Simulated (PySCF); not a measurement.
Level of theory: PBE in PySCF with Sn def2-SVP with ECP28, Br def2-SVP; scalar-relativistic core potentials, no spin–orbit coupling; density-fitted integrals. Open shells, if any, are unrestricted.

**Question.** What shape and geometry does isolated singlet SnBr4 take (every ligand bound to Sn)?

**Answer.** Counting electrons, tin keeps none of its valence electrons outside its bonds, so the VSEPR class is AX4 and the expected shape is tetrahedral (Td), as computed. The lowest minimum found is a singlet of Td symmetry with Sn–Br 2.497 Å (×4); Br–Sn–Br 109.5° (×6). Its harmonic wavenumbers are 53 (e), 76 (t2), 201 (a1), 265 (t2) cm⁻¹ and its dipole moment is 0.00 D.
